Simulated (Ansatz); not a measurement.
```xyz
12

C     0.1774    1.5965    1.1030
Si   -0.1243   -0.1710    0.6415
Cl   -0.8133   -1.2551    2.2376
C     0.9151   -1.0472   -0.6211
C    -0.5107   -0.7395   -1.0644
N    -1.1235   -0.9810   -2.1343
H     0.5409    2.1452    0.2315
H     0.9259    1.6577    1.8963
H    -0.7413    2.0676    1.4572
H     1.1366   -2.1096   -0.5230
H     1.7066   -0.5103   -1.1454
H    -2.0895   -0.6534   -2.0790
```

Total charge 0; spin multiplicity 1.

(1) List the ωB97M-V/def2-TZVPP orbital energies in eV (the Gaussian-basis code of Ansatz). (An estimate is asked.)

## Answers

(1) The calculation gave: Occupied: -2772.11, -1808.04, -394.57, -282.70, -281.69, -281.31, -262.52, -199.98, -199.87, -199.86, -149.02, -103.19, -103.12, -103.10, -28.05, -26.10, -23.96, -22.84, -18.13, -17.28, -15.35, -15.00, -14.57, -14.37, -13.10, -12.81, -12.32, -11.85, -11.40, -10.32, -8.73. Lowest empty: 0.96, 2.01, 2.36, 3.26, 3.35, 3.77, 4.05, 4.12.
